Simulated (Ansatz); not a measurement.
F₂HNbO₂, SMILES [O]=[Nb]([OH])([F])[F], multiplicity 1.

Geometry optimised at B3LYP-D3(BJ)/def2-SVP. The spin state was assumed, not searched. The structure was generated by enumeration; whether it is a known compound was not checked. The def2 effective core potentials stand for the cores of Nb; spin–orbit coupling is left out. One conformer was computed; it need not be the lowest.

Two levels are set side by side: PBE/def2-SVPD (Ansatz, a quantum-chemistry and plane-wave program) and CAM-B3LYP/def2-SVPD (Ansatz). Energy differences of separate SCF runs at the same geometry; the states with an electron removed or added have multiplicity 2 and 2. Differences are taken from unrounded values.

```
quantity                             PBE
---------------------------------  -----
vertical ionisation energy (eV)    12.06
vertical singlet–triplet gap (eV)   5.89
```

Question: These are the PBE values. What does CAM-B3LYP give? (An estimate is asked for; the answer gives what the named calculation found.)

Answer: 
```
quantity                           CAM-B3LYP  PBE minus CAM-B3LYP
---------------------------------  ---------  -------------------
vertical ionisation energy (eV)        12.64                -0.59
vertical singlet–triplet gap (eV)       5.54                 0.35
```
